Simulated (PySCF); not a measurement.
## Exact mass, isotope pattern and composition

Species: ZrHCl3 (`[H][Zr]([Cl])([Cl])[Cl]`).

All values are calculated from tables of isotopes.

(1) What are the average molar mass and the monoisotopic mass?

(2) What cluster does the molecular ion M+• show when like nominal masses merge?

(3) What is the composition by mass?

(4) What resolving power m/Δm just matches the spacing of the species with one 37Cl and with one 92Zr?

(5) Which m/z would the protonated, sodiated and deprotonated molecule have?

(6) Count the protons, neutrons and electrons of the monoisotopic species, and give its exact less its nominal mass.

(7) What share of all molecules is the monoisotopic species?

## Answers

(1) For Cl3HZr, with standard atomic weights, 1 × 91.224 + 1 × 1.008 + 3 × 35.450 = 198.582 g/mol. From the most abundant isotopes (90Zr, 1H, 35Cl), 1 × 89.904704 + 1 × 1.007825 + 3 × 34.968853 = 195.8191 u.

(2) 
| nominal mass | m/z (centroid) | relative intensity |
| --- | --- | --- |
| 196 | 195.8185 | 77.4 |
| 197 | 196.8195 | 16.9 |
| 198 | 197.8164 | 100.0 |
| 199 | 198.8165 | 16.2 |
| 200 | 199.8164 | 74.6 |
| 201 | 200.8136 | 5.2 |
| 202 | 201.8164 | 39.7 |
| 203 | 202.8107 | 0.6 |
| 204 | 203.8155 | 12.9 |
| 206 | 205.8143 | 2.1 |
| 208 | 207.8133 | 0.1 |

Lines under 0.1 % of the tallest are left out. One electron mass, 0.00055 u, is taken off. Abundances used (%; other tables differ somewhat): 90Zr 51.45, 91Zr 11.22, 92Zr 17.15, 94Zr 17.38, 96Zr 2.8; 1H 99.9885, 2H 0.0115; 35Cl 75.78, 37Cl 24.22.

(3) Zr 45.94 %, H 0.51 %, Cl 53.55 %.

(4) They lie 0.00329 u apart at mass 197.82, so m/Δm is about 60000.

(5) [M+H]+ 196.8264, [M+Na]+ 218.8083, [M−H]− 194.8118, for the monoisotopic species (arithmetic only; whether such ions form is another matter).

(6) 92 protons, 104 neutrons and 92 electrons; 195.8191 − 196 = -0.1809 u.

(7) 0.5145 × 0.999885 × 0.7578^3 = 22.39 %.
